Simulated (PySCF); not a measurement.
C6H4FO2 (charge -1).
Atom-mapped SMILES: `[CH:1]#[C:2][C@@:3]1([C:4](=[O:5])[O-:6])[CH2:7][C@H:8]1[F:9]` (hydrogens: H10 on C1; H11, H12 on C7; H13 on C8)

The closed-shell SCF was solved with PySCF and density fitting under several settings on one GFN2-xTB geometry (grid level 2 and gas phase unless stated).

```csv
settings,basis functions,SCF cycles,E (Eh),HOMO (eV),LUMO (eV)
PBE0/pcSseg-1,173,14,-480.7274,-1.82,4.98
"revPBE/def2-SVPD, grid level 4",221,19,-480.8427,-0.53,3.49
WP04/IGLO-II,222,17,-491.5639,-2.90,2.83
```

Q: Estimate the row for these settings: OLYP/6-311G**, grid level 1, energy threshold 1e-06 Eh.

A: 
```json
{"settings": "OLYP/6-311G**, grid level 1, energy threshold 1e-06 Eh", "basis functions": "186", "SCF cycles": "11", "E (Eh)": "-481.2659", "HOMO (eV)": "0.22", "LUMO (eV)": "4.43"}
```

Q: Over all rows, what range does the HOMO–LUMO gap span?

A: From 4.02 eV (revPBE/def2-SVPD, grid level 4) to 6.80 eV (PBE0/pcSseg-1). The functional of the narrowest has no exact exchange, that of the widest 25 % exact exchange.

Cycle counts include a coarse-grid stage where the run had one. All basis functions are spherical, in the Pople sets too. WP04 was designed for NMR shieldings or shifts; total energies of different functionals aren't comparable. The HOMO energy is positive at OLYP/6-311G**; such an orbital is held in place by the finite basis.

Conformer computed: `[CH:1]#[C:2][C@@:3]1([C:4](=[O:5])[O-:6])[CH2:7][C@H:8]1[F:9]`: C2–C3–C4–O5 180°.

One conformer stands for the species.
